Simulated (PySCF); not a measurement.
CH3F3OSi, SMILES OC[Si](F)(F)F. The structure is a stationary point at B3LYP-D3(BJ)/def2-SVP. One conformer was computed; it need not be the lowest.

Computed equilibrium geometry at B3LYP-D3(BJ)/def2-SVP (PySCF confirms it by a frequency run) as Cartesian coordinates in Å (one conformer of several):
```xyz
9

O     -2.2716     0.3486    -0.0307
C     -1.3381    -0.7069     0.1441
Si     0.4078    -0.0729    -0.0235
F      0.8188     0.2844    -1.5334
F      1.5024    -1.1077     0.5388
F      0.5243     1.2858     0.8367
H     -2.1203     1.0066     0.6617
H     -1.4592    -1.2402     1.1097
H     -1.5373    -1.4552    -0.6407
```
Charge 0, spin multiplicity 1.
